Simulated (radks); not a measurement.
Q: Neutral rubidium is in [Kr] 5s1. All-electron calculation, scalar-relativistic Kohn-Sham, LDA (Slater exchange, Perdew-Wang correlation), spin-polarised, spherical densities, finite nucleus; Fermi nuclear charge, rms radius of each element as measured or else 0.836 A^(1/3) + 0.57 fm. Program: a radial shooting solver on a logarithmic mesh with Libxc functionals. Open shells are filled with parallel spins first. One electron is removed from 4s, 4p, 5s, 3d in turn, with full relaxation. Which removal costs least, and what does each cost?

A: 5s 4.405 eV; 4p 20.921 eV; 4s 37.498 eV; 3d 117.03 eV. The 5s electron leaves first.
